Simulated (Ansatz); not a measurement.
Species: trichlorosilane, sum formula SiHCl₃, charge 0, multiplicity 1. 
Geometry from a B3LYP-D3(BJ)/def2-TZVP (Ansatz, a program for electronic structure) optimisation:
SMILES: Cl[SiH](Cl)Cl
```xyz
5

Si     0.0220     0.0063     0.5014
Cl     1.7038    -0.8807    -0.2402
Cl    -1.6228    -1.0461    -0.0923
Cl    -0.1042     1.9202    -0.1959
H      0.0861     0.0245     1.9632
```

Basis-set convergence of Hartree-Fock and CCSD(T) correlation energies (hartree) with Ansatz. Cores are frozen in the correlated levels unless marked. No spin-orbit coupling. Non-relativistic.

```
basis        functions        E(HF)  E(corr, CCSD(T))
-----------  ---------  -----------  ----------------
cc-pV(D+d)Z         97  -1668.19228          -0.56226
cc-pV(T+d)Z        170  -1668.25785          -0.76443
cc-pV(Q+d)Z        286  -1668.27226          -0.83500
cc-pV(5+d)Z        455  -1668.27473          -0.85831
```

Extrapolating the two largest sets (X = 4 and 5) as X^-3: E(corr) = (125·(-0.85831) - 64·(-0.83500))/61 = -0.8828 Eh, an estimate of the basis-set limit. The largest set recovers 97.2 % of it, the smallest 63.7 %.
